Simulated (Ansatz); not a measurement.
Breaking the Te1–F2 bond in FHOTe (SMILES O[Te]F) (multiplicity 1 held, fragments rigid). Energies count from the point at 1.925 Å.
Geometry at that point (charge 0, multiplicity 1):
```xyz
4

Te     0.1195     0.0429     0.3093
F     -1.0755     1.1330    -0.7345
O      0.3087    -1.4058    -0.9812
H      0.9930    -1.1827    -1.6249
```

R- and RO- levels are restricted; in cc, def2 and unpolarised 6-31G sets they are followed outwards from rest. U- levels take the lowest unrestricted solution at each point, which mixes spins at long bonds. Levels need not reach the same state.

Frozen-core correlation. Filled d and f shells under p-block atoms count as core.

Codes used: Ansatz (Gaussian orbitals).  In def2 rows elements past Kr take small-core potentials, without spin–orbit coupling.

Energies in kcal/mol.

| R (Å) | R-PBE/def2-TZVPP | U-PBE/def2-TZVPP | R-SCS-MP2/def2-TZVPP | U-SCS-MP2/def2-TZVPP | U-CCSD/def2-TZVPP |
|---|---|---|---|---|---|
| 1.540 | 81.8 | 81.8 | 76.5 | 76.5 | 74.1 |
| 1.733 | 14.8 | 14.7 | 11.7 | 11.7 | 10.5 |
| 1.925 | 0.0 | 0.0 | 0.0 | 0.0 | 0.0 |
| 2.118 | 5.3 | 5.3 | 8.2 | 8.2 | 9.3 |
| 2.310 | 17.4 | 17.4 | 23.0 | 25.6 | 25.2 |
| 2.599 | 37.5 | 37.5 | 46.8 | 75.6 | 51.2 |
| 2.888 | 54.9 | 54.0 | 68.0 | 85.4 | 69.4 |
| 3.369 | 75.1 | 70.6 | 94.7 | 89.4 | 80.4 |
| 3.850 | 86.9 | 78.0 | 110.9 | 90.3 | 82.3 |
| 4.428 | 94.4 | 81.9 | 118.0 | 90.4 | 82.7 |
| 5.198 | 99.0 | 84.0 | 111.8 | 90.5 | 82.7 |
| 6.160 | 101.5 | 85.0 | 91.0 | 90.5 | 82.8 |

Doubts at one or more of the structures used: a restricted determinant that unrestricted orbitals would lower (R-PBE/def2-TZVPP, R-SCS-MP2/def2-TZVPP); a spin-contaminated determinant (U-PBE/def2-TZVPP, U-SCS-MP2/def2-TZVPP, U-CCSD/def2-TZVPP); T1 above 0.05 (U-CCSD/def2-TZVPP).

Ansatz is a program for electronic structure.
